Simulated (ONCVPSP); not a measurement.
What one change does to a pseudopotential (Pd (Z = 46), ONCV)

ONCVPSP 4.0.1 input, shortened (lines: element, Z, core and valence counts, functional; n l f; lmax; l rc ep ncon nbas qcut; lloc lpopt rc5 dvloc0; l nproj debl; icmod fcfact rcfact), PBE, scalar-relativistic:

```
  Pd 46.00    6    3        4      upf
    1    0    2.00
    2    0    2.00
    2    1    6.00
    3    0    2.00
    3    1    6.00
    3    2   10.00
    4    0    2.00
    4    1    6.00
    4    2   10.00
    2
    0    1.10    0.00    3    7    7.10
    1    1.10    0.00    3    7    5.90
    2    1.35    0.00    4    7    7.70
    4    5    0.75    2.00
    0    2    1.30
    1    2    2.80
    2    2    3.40
    3    4.00    1.25
```

In the s channel the program set the typed energies aside and used -3.136, 0.250 Ha.

Change: d: rc 1.72.

Cutoffs: the cutoffs (Ha) at which the residual kinetic energy of the hardest occupied pseudo-wave falls to 1 and 0.1 mHa per electron; they do not see the model core or the augmentation charge, which bear on the density cutoff. Errors are all-electron minus pseudo energies relative to the spin-unpolarised reference configuration.

How do hardness, ghosts and transferability respond?

The potential gets neither clearly harder nor softer (116 Ha and 188 Ha → 116 Ha and 188 Ha); the p channel sets the loose cutoff, while the largest relative change is in d, which becomes softer; of the 3 tests that both files solve, the error grows in 2 and shrinks in 1 by more than 15 % and 0.3 meV (median size 1.9 → 0.6 meV); neither file shows a bound ghost.

```csv
quantity,base,changed
"cutoff, loose",116 Ha,116 Ha
"cutoff, tight",188 Ha,188 Ha
loose cutoff by channel,"s 70 Ha, p 116 Ha, d 28 Ha","s 70 Ha, p 116 Ha, d 24 Ha"
bound ghosts,none,none
GHOST(+) flags under 300 eV,s at 102.0 eV,s at 102.0 eV
tests with a reliable result,3 of 4,3 of 4
"error for 4s2 4p6 4d9, meV [ΔE 9.12 eV]",0.0,-0.4
"error for 4s2 4p6 4d8, meV [ΔE 29.93 eV]",-1.9,-0.6
"error for 4s1 4p6 4d10, meV [ΔE 91.57 eV]",-96,-128
s: phases at 1.12 bohr within 0.05 rad from the reference energy up to (Ha; the scan ends near 5),3.6,3.6
p: phases at 1.12 bohr within 0.05 rad from the reference energy up to (Ha; the scan ends near 5),to the end of the scan,to the end of the scan
"rms error of d²Exc/dni dnj with the model core, mHa",0.48,0.39
```
